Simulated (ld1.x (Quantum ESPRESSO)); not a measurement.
**Transferability test, RRKJ potential for P (Z = 15)**

P (Z = 15), norm-conserving RRKJ (Kleinman–Bylander form), made with ld1.x (Quantum ESPRESSO) 7.5 (Wu–Cohen, scalar-relativistic). Core [He], reference 2s2 2p6 3s2 3p3. Waves: 2p (bound): rc 0.55 bohr; 2s (bound): rc 0.75 bohr. Local part: the s channel. Core correction: none.

Occupied shells without a wave of their own: 3p, 3s. They enter only through the test configuration that unscreens the potential.

Energies are relative to the spin-unpolarised reference configuration 2s2 2p6 3s2 3p3; without spin polarisation the order of configurations can differ from experiment.

```csv
valence configuration,charge,ΔE all-electron (eV),error AE − PS (meV)
2s2 2p6 3s2 3p2,+1,9.706,-171
2s2 2p6 3s2 3p1,+2,28.846,-438
2s2 2p6 3s2 3p0,+3,58.603,-806
2s2 2p6 3s1 3p4,0,8.521,-461
2s2 2p6 3s2 3p3.3,-0.3,-1.298,+33
```

Question: What are ΔE and the potential's error for 2s2 2p6 3s0 3p5?

Answer: ΔE = 17.175 eV all-electron; the error (AE − PS) is -946 meV.

Question: What are ΔE and the potential's error for 2s2 2p6 3s1 3p3?

Answer: ΔE = 18.815 eV all-electron; the error (AE − PS) is -674 meV.

The 3p, 3s levels have no wave, so the channel is fitted at the deeper level alone: the likely source of the large errors.

The potential misses its own reference levels by up to 0.6 eV.
